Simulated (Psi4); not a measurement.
Si$_{2}$, triplet, at a GFN2-xTB geometry; BLYP/def2-SV(P) (Psi4).

Here is a job for Psi4.
```
memory 2 GB

molecule {
0 3
  Si   -0.00000000   -0.00000000   -1.08705761
  Si    0.00000000    0.00000000    1.08705761
}

set basis def2-sv(p)
set reference uks
set scf_type pk

energy('blyp')
print_variables()
```

### Question
Write the output that Psi4 gives for this input, abridged.

### Answer

```
   => Loading Basis Set <=

    Name: DEF2-SV(P)
    Role: ORBITAL
    Keyword: BASIS

         ---------------------------------------------------------
                                   SCF
               by Justin Turney, Rob Parrish, Andy Simmonett
                          and Daniel G. A. Smith
                              UKS Reference
         ---------------------------------------------------------

  ==> Geometry <==

    Molecular point group: d2h
    Full point group: D_inf_h

    Geometry (in Angstrom), charge = 0, multiplicity = 3:

       Center              X                  Y                   Z               Mass
    ------------   -----------------  -----------------  -----------------  -----------------
         SI           0.000000000000     0.000000000000    -1.087057610000    27.976926534650
         SI           0.000000000000     0.000000000000     1.087057610000    27.976926534650

  Running in d2h symmetry.

  Rotational constants: A = ************  B =      0.25495  C =      0.25495 [cm^-1]
  Rotational constants: A = ************  B =   7643.32066  C =   7643.32066 [MHz]
  Nuclear repulsion =   47.706180581965647

  Charge       = 0
  Multiplicity = 3
  Electrons    = 28
  Nalpha       = 15
  Nbeta        = 13

  ==> Algorithm <==

  SCF Algorithm Type is PK.
  DIIS enabled.
  MOM disabled.
  Fractional occupation disabled.
  Guess Type is SAD.
  Energy threshold   = 1.00e-06
  Density threshold  = 1.00e-06
  Integral threshold = 1.00e-12

  ==> Primary Basis <==

  Basis Set: DEF2-SV(P)
    Blend: DEF2-SV(P)
    Number of shells: 16
    Number of basis functions: 36
    Number of Cartesian functions: 38
    Spherical Harmonics?: true
    Max angular momentum: 2

  ==> DFT Potential <==

   => LibXC <=

    Version 7.1.2
    S. Lehtola, C. Steigemann, M. J. T. Oliveira, and M. A. L. Marques,  SoftwareX 7, 1–5 (2018) (10.1016/j.softx.2017.11.002)

   => Composite Functional: BLYP <=

    BLYP GGA Exchange-Correlation Functional

    P.J. Stephens et. al., J. Phys. Chem., 98, 11623-11627, 1994
    B. Miehlich et. al., Chem. Phys. Lett., 157(3), 200-206 1989

    Deriv               =              1
    GGA                 =           TRUE
    Meta                =          FALSE

    Exchange Hybrid     =          FALSE
    MP2 Hybrid          =          FALSE

   => Exchange Functionals <=

    1.0000     XC_GGA_X_B88

   => Correlation Functionals <=

    1.0000     XC_GGA_C_LYP

   => LibXC Density Thresholds  <==

    XC_GGA_C_LYP:  1.00E-14
    XC_GGA_X_B88:  1.00E-15

   => Molecular Quadrature <=

    Radial Scheme          =       TREUTLER
    Pruning Scheme         =           NONE
    Nuclear Scheme         =       TREUTLER

    Blocking Scheme        =         OCTREE
    BS radius alpha        =              1
    Pruning alpha          =              1
    Radial Points          =             75
    Spherical Points       =            302
    Total Points           =          41322
    Total Blocks           =            380
    Max Points             =            256
    Max Functions          =             35
    Weights Tolerance      =       1.00E-15

  ==> Integral Setup <==

  Using in-core PK algorithm.
   Calculation information:
      Number of atoms:                   2
      Number of AO shells:              16
      Number of primitives:             36
      Number of atomic orbitals:        38
      Number of basis functions:        36

      Integral cutoff                 1.00e-12
      Number of threads:                 1

  Performing in-core PK
  Using 444222 doubles for integral storage.
  We computed 9026 shell quartets total.
  Whereas there are 9316 unique shell quartets.

  ==> DiskJK: Disk-Based J/K Matrices <==

    J tasked:                  Yes
    K tasked:                   No
    wK tasked:                  No
    Schwarz Cutoff:          1E-12

  Minimum eigenvalue in the overlap matrix is 2.7404515794E-02.
[...]
    DOCC [     5,    0,    1,    1,    0,    4,    1,    1 ]
    SOCC [     0,    0,    0,    0,    0,    0,    1,    1 ]
    NA   [     5,    0,    1,    1,    0,    4,    2,    2 ]
    NB   [     5,    0,    1,    1,    0,    4,    1,    1 ]

   @UKS iter   3:  -578.67121637366267   -3.39061e-02   2.45764e-03 ADIIS/DIIS
    Occupation by irrep:
             Ag   B1g   B2g   B3g    Au   B1u   B2u   B3u
    DOCC [     4,    0,    1,    1,    0,    4,    2,    1 ]
    SOCC [     1,    0,    0,    0,    0,    0,    0,    1 ]
    NA   [     5,    0,    1,    1,    0,    4,    2,    2 ]
    NB   [     4,    0,    1,    1,    0,    4,    2,    1 ]

   @UKS iter   4:  -578.66657374034025    4.64263e-03   4.48077e-03 ADIIS/DIIS
   @UKS iter   5:  -578.67219851619325   -5.62478e-03   1.62685e-03 ADIIS/DIIS
   @UKS iter   6:  -578.67278018270804   -5.81667e-04   8.98812e-04 ADIIS/DIIS
   @UKS iter   7:  -578.67302698403751   -2.46801e-04   3.53818e-05 DIIS
   @UKS iter   8:  -578.67302735065050   -3.66613e-07   8.14401e-06 DIIS
   @UKS iter   9:  -578.67302737169769   -2.10472e-08   3.59334e-07 DIIS
  Energy and wave function converged.

  ==> Post-Iterations <==

   Electrons on quadrature grid:
      Nalpha   =   15.0000029854 ; deviation = 2.985e-06
      Nbeta    =   13.0000027972 ; deviation = 2.797e-06
      Ntotal   =   28.0000057826 ; deviation = 5.783e-06

   @Spin Contamination Metric:   2.167953962E-03
   @S^2 Expected:                2.000000000E+00
   @S^2 Observed:                2.002167954E+00
   @S   Expected:                1.000000000E+00
   @S   Observed:                1.000000000E+00

    Orbital Energies [Eh]
    ---------------------

    Alpha Occupied:

[...]
    Alpha Virtual:

[...]
    Beta Occupied:

[...]
       2B2u   -0.171030

    Beta Virtual:

[...]
    Final Occupation by Irrep:
             Ag   B1g   B2g   B3g    Au   B1u   B2u   B3u
    DOCC [     4,    0,    1,    1,    0,    4,    2,    1 ]
    SOCC [     1,    0,    0,    0,    0,    0,    0,    1 ]
    NA   [     5,    0,    1,    1,    0,    4,    2,    2 ]
    NB   [     4,    0,    1,    1,    0,    4,    2,    1 ]

  @UKS Final Energy:  -578.67302737169769

   => Energetics <=

    Nuclear Repulsion Energy =             47.7061805819656470
    One-Electron Energy =                -896.5472150574466923
    Two-Electron Energy =                 311.8353137954330805
    DFT Exchange-Correlation Energy =     -41.6673066916497348
    Empirical Dispersion Energy =           0.0000000000000000
    VV10 Nonlocal Energy =                  0.0000000000000000
    Total Energy =                       -578.6730273716976853

  UHF NO Occupations:
  HONO-2 :    4B1u 1.9993675
  HONO-1 :    2B3u 1.0000000
  HONO-0 :    5 Ag 1.0000000
  LUNO+0 :    5B1u 0.0006325
  LUNO+1 :    6 Ag 0.0004267
  LUNO+2 :    3B2u 0.0000246
  LUNO+3 :    2B2g 0.0000002

Computation Completed

Properties will be evaluated at   0.000000,   0.000000,   0.000000 [a0]

Properties computed using the SCF density matrix

 Multipole Moments:

 ------------------------------------------------------------------------------------
     Multipole            Electronic (a.u.)      Nuclear  (a.u.)        Total (a.u.)
 ------------------------------------------------------------------------------------

 L = 1.  Multiply by 2.5417464519 to convert [e a0] to [Debye]
 Dipole X            :          0.0000000            0.0000000            0.0000000
 Dipole Y            :          0.0000000            0.0000000            0.0000000
 Dipole Z            :          0.0000000            0.0000000            0.0000000
 Magnitude           :                                                    0.0000000

 ------------------------------------------------------------------------------------

  Variable Map:
  ----------------------------------------------------------------------------
[...]
  Array Variable Map:
  ----------------------------------------------------------------------------
[...]
[...]
```
